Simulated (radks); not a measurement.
The numbers below are computed, except where a source is named.
Ru+, 43 electrons, occupied as [Kr] 4d7. Code: a radial shooting solver on a logarithmic mesh with Libxc functionals. Model: Dirac Kohn-Sham, PBE, spin-unpolarised, spherical densities, finite nucleus; open shells are shared between the two j in proportion to 2j + 1; Fermi nuclear charge, rms radius 4.4809 fm. Some entries of the table are withheld. Estimate them.

| orbital | occ. | eigenvalue (Ry) | r(max) (bohr) |
|---|---|---|---|
| 1s1/2 | 2 | -1612.022 | 0.02171 |
| 2s1/2 | 2 | -232.1814 | 0.1230 |
| 2p1/2 | 2 | -214.5806 | 0.09548 |
| 2p3/2 | 4 | -204.9577 | 0.09947 |
| 3s1/2 | 2 | -41.33259 | 0.3618 |
| 3p1/2 | 2 | (1) | (2) |
| 3p3/2 | 4 | (3) | (4) |
| 3d3/2 | 4 | -20.78472 | 0.2995 |
| 3d5/2 | 6 | -20.46667 | 0.3023 |
| 4s1/2 | 2 | -6.15388 | 0.9151 |
| 4p1/2 | 2 | -4.12640 | 0.9670 |
| 4p3/2 | 4 | -3.87875 | 0.9919 |
| 4d3/2 | 2.8 | (5) | 1.207 |
| 4d5/2 | 4.2 | (6) | 1.219 |

Answer. 
(1) 3p1/2 eigenvalue (Ry): -34.50366
(2) 3p1/2 r(max) (bohr): 0.3486
(3) 3p3/2 eigenvalue (Ry): -32.87105
(4) 3p3/2 r(max) (bohr): 0.3581
(5) 4d3/2 eigenvalue (Ry): -0.93662
(6) 4d5/2 eigenvalue (Ry): -0.91222
